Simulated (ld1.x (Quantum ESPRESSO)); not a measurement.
# iodine (I), TM: configuration errors across variants

- Element: iodine (I)
- Generator: ld1.x (Quantum ESPRESSO) 7.5
- Type: norm-conserving Troullier–Martins (Kleinman–Bylander form)
- Functional: LDA (PZ)
- Relativity: scalar-relativistic
- Frozen core: [Kr]
- Valence charge: 17
- Reference configuration: 4d10 5s2 5p3 (charge +2)
- Partial waves: 5s (bound): rc 1.45 bohr; 5p (bound): rc 1.85 bohr; 4d (bound): rc 1.15 bohr
- Local potential: the d channel
- Core correction: Bessel-smoothed model core inside 0.70 bohr

All-electron excitation energies from the reference (eV): (1) 4d10 5s2 5p5 -31.369; (2) 4d10 5s2 5p4 -20.064; (3) 4d10 5s2 5p2 29.614; (4) 4d10 5s2 5p4.5 -26.754; (5) 4d10 5s1 5p5 -8.995; (6) 4d10 5s2 5p5.3 -33.198; (7) 4d9 5s2 5p6 14.406; (8) 4d10 5s2 5p3 spin -1.494; (9) 4d10 5s2 5p5 spin -31.490.

Spin tests fill each open shell by Hund’s rule, majority spin first.

4 further variants failed, have other tests or another functional or relativity, and are left out.

A true bound ghost makes a file unfit for plane-wave use even where its test errors are small: the radial tests pick states by their node count and pass the ghost by.

Errors AE − PS in meV (a dash: test not solved or not reliable):

```csv
change,(1),(2),(3),(4),(5),(6),(7),(8),(9),bound ghosts
base,+19,+9.0,-3.0,+14,+1.0,+21,-545,+20,+20,"s, p"
local potential all-electron potential smoothed inside 1.20 bohr (lloc = -1),+4.0,+4.8,-6.7,+5.0,0.0,+2.6,-591,+19,+4.9,"s, p"
"all radii but the core radius scaled by about 1.20 (s 1.74, p 2.22, d 1.38 bohr)",+17,+8.3,-4.1,+13,+3.5,+18,-536,+17,+18,"s, p"
wave 5s (bound): rc 1.45 bohr becomes 5s (bound): rc 1.24 bohr,+15,+7.6,-5.5,+11,-38,+16,-583,+19,+16,"s, p"
wave 5p (bound): rc 1.85 bohr becomes 5p (bound): rc 1.84 bohr,+19,+9.0,-3.0,+14,+1.0,+21,-545,+20,+20,"s, p"
core correction Bessel-smoothed model core inside 0.56 bohr,+19,+9.0,-2.9,+14,+1.0,+21,-546,+20,+21,"s, p"
"all radii but the core radius scaled by about 1.34 (s 1.94, p 2.48, d 1.54 bohr)",+10,+6.0,-7.9,+8.4,+3.5,+11,-462,+0.7,+10,"s, p"
wave 5s (bound): rc 1.45 bohr becomes 5s (bound): rc 1.18 bohr,+13,+7.0,-6.4,+10,-70,+14,-594,+19,+15,"s, p"
```

Problem. Give the same row for: wave 4d (bound): rc 1.15 bohr becomes 4d (bound): rc 1.78 bohr.

Solution. +3.9, +4.7, -7.2, +4.9, -0.1, +2.6, -462, +16, +4.7; bound ghosts: s, p.
